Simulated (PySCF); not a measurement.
C₃HBr₂Cl, SMILES ClC=C=C(Br)Br. Atoms are numbered in the order given.

```xyz
7

Cl     3.5966     0.3827     0.0000
C      2.3274    -0.7888     0.0000
C      1.0574    -0.4765     0.0000
C     -0.2109    -0.1747     0.0000
Br    -1.1838     0.0566    -1.5957
Br    -1.1838     0.0566     1.5957
H      2.6807    -1.8251     0.0000
```

Coordinates come from a PBE0-D3(BJ)/def2-SVP optimisation. The structure was generated by enumeration, and PubChem lists no compound with its InChIKey, so it may never have been made.

Computed with TDDFT-PBE/def2-SVPD (PySCF).

Vertical excitations. Isolated molecule, no solvent. State labels are in the subgroup Cs.

Question: Estimate the UV-visible absorptions. (Estimate from the structure and the level; the computed values follow.)

Answer: 
```csv
state,symmetry,energy (eV),λ (nm),f,main pairs
S1,A",4.02,309,0.000,HOMO→LUMO 99 %
S2,A',4.52,274,0.001,"HOMO→LUMO+2 74 %, HOMO→LUMO+1 15 %"
S3,A",4.53,274,0.000,HOMO−1→LUMO+1 99 %
S4,A',4.57,271,0.011,"HOMO−1→LUMO 51 %, HOMO−2→LUMO 21 %, HOMO→LUMO+2 17 %, HOMO→LUMO+1 9 %"
S5,A",4.65,267,0.001,HOMO−1→LUMO+2 99 %
S6,A',4.98,249,0.024,"HOMO−2→LUMO 56 %, HOMO→LUMO+1 36 %"
S7,A',5.08,244,0.001,HOMO−3→LUMO 97 %
S8,A",5.16,240,0.000,HOMO−2→LUMO+1 97 %
S9,A",5.34,232,0.000,"HOMO−3→LUMO+1 54 %, HOMO−4→LUMO 31 %, HOMO−2→LUMO+2 13 %"
S10,A",5.40,229,0.000,"HOMO−4→LUMO 43 %, HOMO−5→LUMO 38 %, HOMO−2→LUMO+2 11 %, HOMO−3→LUMO+1 8 %"
T1,A',3.59,346,0,"HOMO−1→LUMO 79 %, HOMO→LUMO+1 15 %"
T2,A',3.71,334,0,"HOMO→LUMO+1 80 %, HOMO−1→LUMO 16 %"
T3,A",3.72,333,0,HOMO→LUMO 99 %
T4,A',4.17,298,0,HOMO→LUMO+2 96 %
```
Triplets are in the Tamm–Dancoff approximation, which puts them higher than full response would, so one can lie above its singlet here.
